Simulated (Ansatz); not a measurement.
# Molecular dynamics of H4CO

Input file:

```yaml
accuracy: low
crystal:
  lattice:
    - [7.125623, 0.0, 0.0]
    - [0.0, 7.125623, 0.0]
    - [0.0, 0.0, 7.125623]
  atoms:
    - { symbol: C, position: [0.81054317, 0.76289199, 0.43006707] }
    - { symbol: O, position: [1.01014588, 0.7610236, 0.41371521] }
    - { symbol: H, position: [0.75143811, 0.86666869, 0.33180288] }
    - { symbol: H, position: [1.04775045, 0.62859263, 0.39629998] }
    - { symbol: H, position: [0.75057845, 0.62423833, 0.39679959] }
    - { symbol: H, position: [0.76821705, 0.79952634, 0.5750545] }
    - { symbol: C, position: [0.14544802, 0.22301529, 0.41222754] }
    - { symbol: O, position: [0.06141501, 0.39085672, 0.34162267] }
    - { symbol: H, position: [0.11674095, 0.21875815, 0.56455598] }
    - { symbol: H, position: [0.08834986, 0.40495187, 0.20737046] }
    - { symbol: H, position: [0.08499245, 0.09516508, 0.34741227] }
    - { symbol: H, position: [0.29973176, 0.22268109, 0.3913557] }
    - { symbol: C, position: [0.49435389, 0.42952412, 0.08898664] }
    - { symbol: O, position: [0.3607921, 0.31482369, -0.00649864] }
    - { symbol: H, position: [0.4174076, 0.55087023, 0.14510755] }
    - { symbol: H, position: [0.42642105, 0.21400626, -0.0731966] }
    - { symbol: H, position: [0.56164131, 0.35494953, 0.20713748] }
    - { symbol: H, position: [0.60597132, 0.48122566, -0.00552803] }
    - { symbol: C, position: [0.93030943, 0.12112754, -0.0540496] }
    - { symbol: O, position: [0.83451008, -0.04349832, 0.00816867] }
    - { symbol: H, position: [1.07894729, 0.10877873, -0.01578153] }
    - { symbol: H, position: [0.71511636, -0.04672767, -0.06086994] }
    - { symbol: H, position: [0.92111057, 0.13801763, -0.20773551] }
    - { symbol: H, position: [0.87356195, 0.24874197, 0.01275642] }
    - { symbol: C, position: [0.00455686, 0.57877375, 0.81977393] }
    - { symbol: O, position: [0.04196623, 0.61496106, 1.01277904] }
    - { symbol: H, position: [0.10722042, 0.47454509, 0.77164918] }
    - { symbol: H, position: [-0.02489883, 0.7308679, 1.0454687] }
    - { symbol: H, position: [-0.13809935, 0.52157032, 0.7975574] }
    - { symbol: H, position: [0.01902729, 0.70575962, 0.73346158] }
    - { symbol: C, position: [0.38419287, 0.85598895, 0.75434122] }
    - { symbol: O, position: [0.51549752, 1.00858535, 0.78325255] }
    - { symbol: H, position: [0.32175815, 0.82336871, 0.89208215] }
    - { symbol: H, position: [0.56760538, 1.04262787, 0.66188753] }
    - { symbol: H, position: [0.27292172, 0.89675298, 0.65478294] }
    - { symbol: H, position: [0.45785414, 0.72993563, 0.70079341] }
basis:
  ecutwfc: 420.0
kpoints:
  mp_grid: { grid: [1, 1, 1] }
hamiltonian:
  xc: pbe
  dispersion: d3bj
scf:
  occupations: { method: fermi_dirac, width: 0.02 }
  lower_state_search: "off"
md:
  timestep: 0.5
  n_steps: 300
  ensemble: nvt_langevin
  temperature: 300.0
  initial_velocities: maxwell_boltzmann
  seed: 6564
  friction: 0.02
```

Run as:

```bash
$ ansatz run input.yaml --threads 1 --pin off --max-ram 3072MiB --backend cpu --events-out ev --progress --plain --runs-dir out
```

It starts from a partly relaxed structure (largest force component 0.26 eV/Å).

Output, in part (step lines):

```
md step     0: t =     0.00 fs  T =   291.7 K  F+E_penalty+E_count = -5294.13010042 eV  E_kin = 1.357230 eV  (9 SCF iters)
md step     1: t =     0.50 fs  T =   283.1 K  F+E_penalty+E_count = -5294.10618416 eV  E_kin = 1.317327 eV  (8 SCF iters)
md step     2: t =     1.00 fs  T =   261.6 K  F+E_penalty+E_count = -5294.03738344 eV  E_kin = 1.217274 eV  (8 SCF iters)
md step     3: t =     1.50 fs  T =   243.4 K  F+E_penalty+E_count = -5293.94675015 eV  E_kin = 1.132629 eV  (7 SCF iters)
md step     4: t =     2.00 fs  T =   234.2 K  F+E_penalty+E_count = -5293.85563424 eV  E_kin = 1.089700 eV  (7 SCF iters)
md step     5: t =     2.50 fs  T =   205.3 K  F+E_penalty+E_count = -5293.78429899 eV  E_kin = 0.955341 eV  (5 SCF iters)
md step     6: t =     3.00 fs  T =   214.5 K  F+E_penalty+E_count = -5293.74069727 eV  E_kin = 0.998020 eV  (5 SCF iters)
md step     7: t =     3.50 fs  T =   206.0 K  F+E_penalty+E_count = -5293.71666452 eV  E_kin = 0.958566 eV  (6 SCF iters)
[... lines left out ...]
```

The steps, from the saved trajectory:

```csv
time (fs),T (K),potential energy less start (eV)
0.0,292,0.000
5.0,184,0.476
10.0,213,0.514
15.0,212,0.635
20.0,240,0.611
25.0,220,0.746
30.0,218,0.719
35.0,296,0.590
40.0,252,0.960
45.0,301,0.774
50.0,245,0.898
55.0,230,0.952
60.0,264,0.758
65.0,224,0.935
70.0,247,0.801
75.0,194,1.075
80.0,230,1.059
85.0,255,1.047
90.0,287,0.781
95.0,247,0.979
100.0,249,0.948
105.0,275,0.829
110.0,248,1.031
115.0,299,1.024
120.0,293,0.955
125.0,292,0.871
130.0,281,1.029
135.0,282,0.999
140.0,289,1.001
145.0,265,1.014
150.0,202,1.335
```

The run went to its last step. The mean temperature of the second half is 13 % below the set value. A run of 0.15 ps of so small a system gives no equilibrium averages. Limits of this set-up: coarse k mesh, low accuracy level.

Mean squared displacements from the first frame to the last, about the centre of mass: C 0.25 Å², O 0.22 Å², H 0.42 Å².

Last frame:

```xyz
36
Lattice="7.1256 0.0000 0.0000 0.0000 7.1256 0.0000 0.0000 0.0000 7.1256" Properties=species:S:1:pos:R:3
C 5.548 5.468 2.825
O 6.955 5.648 3.030
H 5.174 6.516 2.586
H 7.449 4.813 3.014
H 5.414 4.834 1.930
H 5.027 5.169 3.802
C 1.605 2.045 3.148
O 0.701 3.054 2.620
H 1.685 2.170 4.277
H 0.769 3.140 1.618
H 1.246 1.057 2.932
H 2.630 2.153 2.843
C 3.779 2.857 0.296
O 2.836 2.241 -0.506
H 3.281 3.473 1.119
H 3.269 1.449 -0.832
H 4.521 2.154 0.828
H 4.382 3.674 -0.246
C 6.683 0.762 -0.098
O 5.690 -0.277 0.297
H 7.535 0.469 0.516
H 5.070 -0.439 -0.457
H 6.941 0.599 -1.136
H 6.297 1.720 0.046
C -0.065 4.237 6.046
O -0.134 4.382 7.447
H 0.871 3.647 5.898
H -0.510 5.285 7.474
H -1.045 3.741 5.707
H 0.001 5.158 5.459
C 2.864 5.444 5.228
O 3.579 6.713 5.237
H 2.162 5.600 6.052
H 3.940 6.737 4.341
H 2.378 5.279 4.231
H 3.558 4.617 5.423
```

The run took 7.5 min on 1 thread of Arm Neoverse V2, with other jobs on the host, peak memory 0.42 GiB.
